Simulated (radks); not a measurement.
The numbers below are computed, except where a source is named.
Question: The mean radii <r> (bohr) of the occupied orbitals of an atom or ion are listed with their occupations. Level of theory: Dirac Kohn-Sham, relativistic LDA (MacDonald-Vosko exchange, VWN5 correlation), spin-unpolarised, spherical densities, finite nucleus; Fermi nuclear charge, rms radius of each element as measured or else 0.836 A^(1/3) + 0.57 fm (a radial shooting solver on a logarithmic mesh with Libxc functionals).

| orbital | occ. | <r> |
|---|---|---|
| 1s1/2 | 2 | 0.02121 |
| 2s1/2 | 2 | 0.08954 |
| 2p1/2 | 2 | 0.07460 |
| 2p3/2 | 4 | 0.08162 |
| 3s1/2 | 2 | 0.2349 |
| 3p1/2 | 2 | 0.2244 |
| 3p3/2 | 4 | 0.2377 |
| 3d3/2 | 4 | 0.2099 |
| 3d5/2 | 6 | 0.2141 |
| 4s1/2 | 2 | 0.5313 |
| 4p1/2 | 2 | 0.5414 |
| 4p3/2 | 4 | 0.5722 |
| 4d3/2 | 4 | 0.6043 |
| 4d5/2 | 6 | 0.6153 |
| 5s1/2 | 2 | 1.305 |
| 5p1/2 | 2 | 1.476 |
| 5p3/2 | 4 | 1.587 |
| 6s1/2 | 2 | 4.068 |
| 4f5/2 | 6 | 0.8698 |
| 4f7/2 | 4 | 0.8928 |

Name the element and its charge. Open shells, if any, fill j = l - 1/2 first.

Answer: Z = 66, dysprosium, charge 0: Dy in [Xe] 4f10 6s2. The 1s radius gives Z: for a bare nucleus <r> = (2 gamma + 1)/(2Z) with gamma = sqrt(1 - (Z/c)^2), 0.02085 bohr for Z = 66, and screening makes it slightly larger (0.02121 here). The occupations add up to 66, and the charge is Z minus that.
